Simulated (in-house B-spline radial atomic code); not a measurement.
Settings and results of a run for Si⁺. Computed with a radial B-spline atomic code at the basis-set limit: scalar-relativistic (X2C) Hartree-Fock, spin-polarised, averaged over the determinants with the given up and down occupations, Fermi nucleus of rms radius 3.1224 fm, inside a hard spherical wall at 3.89 bohr.

Command:
```bash
python run_scf.py task.json out
```
Settings (nuclear radius in fm, mass in u):
```
Z                14
configuration    [He] 2s2 2p5 3s2 3p1 3d1
hamiltonian      x2c
method           hf
spin_polarised   True
nucleus          fermi
rms_radius       3.1224
atomic_mass      27.97693
speed_of_light   137.035999084
wall_radius      3.89
```

Output (hartree, bohr):
```
 radial grid: 63 intervals, B-splines of order 8, outer radius 3.89 bohr

 iter        energy (Eh)    residual
    1       -283.7657192    2.52e-01
    2       -284.7434793    6.31e-02
    3       -284.7991799    2.29e-02
    4       -284.8070475    8.30e-03
    5       -284.8083617    2.40e-03
    6       -284.8084492    2.52e-04
    7       -284.8084503    1.30e-05
    8       -284.8084503    1.29e-06
    9       -284.8084503    3.48e-07
   10       -284.8084503    1.75e-08

 total energy                     -284.808450
 kinetic                            287.57220
 electron-nucleus                  -673.52764
 electron-electron                  101.14699

 orbital      occ     eigenvalue          <r>       <r^2>       <1/r>     <1/r^2>       r_max
 1s up      1.000      -70.39714     0.110905   0.0165709     13.7062     387.047     0.07249
 1s down    1.000      -70.26744     0.110667   0.0164839     13.7253     387.897     0.07244
 2s up      1.000       -7.23679     0.545025    0.352538      2.6918     30.7692      0.4448
 2s down    1.000       -6.87063     0.549817    0.358769     2.65773     29.8523      0.4473
 2p up      3.000       -5.36510     0.510908    0.325334     2.55321     9.12792      0.3792
 2p down    2.000       -5.16138     0.514465    0.329847     2.53835     9.03862      0.3809
 3s up      1.000       -0.96619      1.78942     3.57991    0.738953     3.16831       1.607
 3s down    1.000       -0.78849      1.80665     3.65004    0.732241     3.10679        1.62
 3p up      1.000       -0.62708      1.89698     4.01728    0.681412      1.0022       1.753
 3d up      1.000       -0.08962      2.02009     4.50629    0.566456     0.38781       1.968
```

Run time, properties included: 0.2 s on 1 thread of Arm Neoverse V1, with other jobs on the host.
